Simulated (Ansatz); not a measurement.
Ansatz (a program for electronic structure) input:
A basis named .json is the Basis Set Exchange file of that set.

Ansatz 0.2 input:
```yaml
crystal:
  periodic: [false, false, false]
  atoms:
    - {symbol: Se, position_ang: [-0.00812663, -0.28330172, 0.07847759]}
    - {symbol: F, position_ang: [1.93385004, -0.25006775, 0.02401380]}
    - {symbol: F, position_ang: [0.04141530, 1.44377429, -0.39994083]}
    - {symbol: F, position_ang: [-1.94456472, -0.12345560, 0.07945614]}
basis:
  gaussian:
    orbitals: cc-pVTZ
    fitting: {mean_field: def2-universal-jkfit, correlation: cc-pVTZ-RIFIT.json}
total_charge: -1
magnetization: {spin_polarized: false}
correlation: {method: mp2, electrons: outside_noble_gas}
```

Problem. Predict the final energy.

Solution. -2699.25812 Eh (RI-MP2/cc-pVTZ). The basis has 133 functions.
